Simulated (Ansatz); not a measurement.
C3H11BSi: structure from calculated spectroscopic constants

These gas-phase data were calculated for one isomer of C3H11BSi at B3LYP-D3(BJ)/def2-SVP (harmonic, unscaled wavenumbers; equilibrium rotational constants with average atomic masses):

```
rotational constants            : 5.322, 2.392, 1.834 GHz
all wavenumbers above 1500 cm⁻¹ : 3127, 3123, 3110, 3101, 3067, 3033, 3032, 3004, 2556, 2214, 2205
```

Candidates:

(1) `CBC[SiH2]C`, a singlet
(2) `CB(C)C[SiH3]`, a singlet

Which candidate do the data belong to?

Candidate (1). The band at 2556 cm⁻¹ lies where the B–H stretch is expected; (2) has no mode between 2350 and 2900 cm⁻¹.

The same quantities for all candidates:

|  | rotational constants (GHz) | wavenumbers above 1500 cm⁻¹ | E above the lowest, B3LYP-D3(BJ)/def2-SVP (kcal/mol) |
| --- | --- | --- | --- |
| (1) | 5.322, 2.392, 1.834 | 3127, 3123, 3110, 3101, 3067, 3033, 3032, 3004, 2556, 2214, 2205 | 3.0 |
| (2) | 5.371, 2.144, 1.824 | 3115, 3114, 3098, 3073, 3070, 3032, 3003, 2998, 2221, 2219, 2217 | 0.0 |

Each candidate is one conformer. Programs: Ansatz 0.2.0.
